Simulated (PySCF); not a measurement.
C₃H₁₀OSi.
Cartesian coordinates in Å at the PBE0-D3(BJ)/def2-SVP level; atoms count from 1:
```xyz
15
C3H10OSi angstrom
C     -2.1877    0.0888    0.4448
C     -0.6748    0.0063    0.5783
C      0.0490   -0.1974   -0.7523
Si     1.9168   -0.3058   -0.5996
O      2.5661    1.0671    0.1005
H     -2.5972   -0.8356    0.0072
H     -2.6750    0.2417    1.4203
H     -2.4829    0.9229   -0.2117
H     -0.2993    0.9299    1.0542
H     -0.4128   -0.8146    1.2701
H     -0.1919    0.6269   -1.4472
H     -0.3041   -1.1219   -1.2459
H      2.2682   -1.5147    0.2185
H      2.5447   -0.4098   -1.9468
H      2.4499    1.1581    1.0499
```

Computed with PBE0-D3(BJ)/def2-SVP geometry optimisation, gas phase in PySCF 2.14.0.

Take the most abundant isotopes and a rigid rotor. The values belong to one conformer with, in the numbering `[CH3:1][CH2:2][CH2:3][SiH2:4][OH:5]`, C1–C2–C3–Si4 180°, C2–C3–Si4–O5 -59°, C3–Si4–O5–H 75°.

**Question.** What are A, B and C (MHz)?

**Answer.** Ia = 56.44, Ib = 291.97, Ic = 322.47 u·Å²; 505379 MHz·u·Å²/I gives A = 8955, B = 1731, C = 1567 MHz.

**Question.** Classify the top.

**Answer.** A near-prolate asymmetric top: κ = (2 × 1731 − 8955 − 1567)/(8955 − 1567) = -0.96.

**Question.** What does the inertial defect say?

**Answer.** Not planar: Δ = Ic − Ia − Ib = -25.94 u·Å². For a rigid frame Δ = −2 Σ m c², so Σ m c² = 12.97 u·Å² lies off the ab plane: 8.88 from hydrogen and 4.09 from heavier atoms. The atom farthest from that plane is 1.62 Å away.

**Question.** Give the other two planar moments, Paa and Pbb, and the rms extents of the mass along the axes.

**Answer.** Paa = Σ m a² = (Ib + Ic − Ia)/2 = 279.00 and Pbb = Σ m b² = (Ia + Ic − Ib)/2 = 43.47 u·Å². With the mass M = 90.05 u, the rms extents √(P/M) along a, b and c are 1.76, 0.69, 0.38 Å.

**Question.** Which types of transition are allowed, and where do some lines up to J = 3 fall?

**Answer.** The dipole components are |μa| = 1.41 D, |μb| = 0.48 D, |μc| = 0.81 D. Intensities carry the squares of the components, which stand as 1.00 : 0.12 : 0.33 (a : b : c). Some lines, for components of 0.1 D or more:

```tsv
type	branch	J(Ka,Kc)	MHz	lower level (cm⁻¹)
b	R	3(0,3) ← 2(1,2)	2821	0.566
a	R	1(0,1) ← 0(0,0)	3298	0.000
a	R	2(1,1) ← 1(1,0)	6760	0.356
b	Q	3(1,2) ← 3(0,3)	7809	0.660
a	R	3(1,3) ← 2(1,2)	9647	0.566
a	R	3(2,1) ← 2(2,0)	9905	1.305
a	R	3(1,2) ← 2(1,1)	10138	0.582
b	R	3(1,3) ← 2(0,2)	16710	0.330
c	Q	3(2,2) ← 3(1,2)	21428	0.920
b	R	3(2,1) ← 2(1,2)	32071	0.566
b	Q	3(3,0) ← 3(2,1)	36516	1.635
b	R	3(3,1) ← 2(2,0)	46422	1.305
```

No frequency check. These are rigid-rotor constants of the computed structure; measured ground-state constants (B0) also hold zero-point vibration. A rigid rotor knows nothing of internal rotation, which can split or shift real lines.
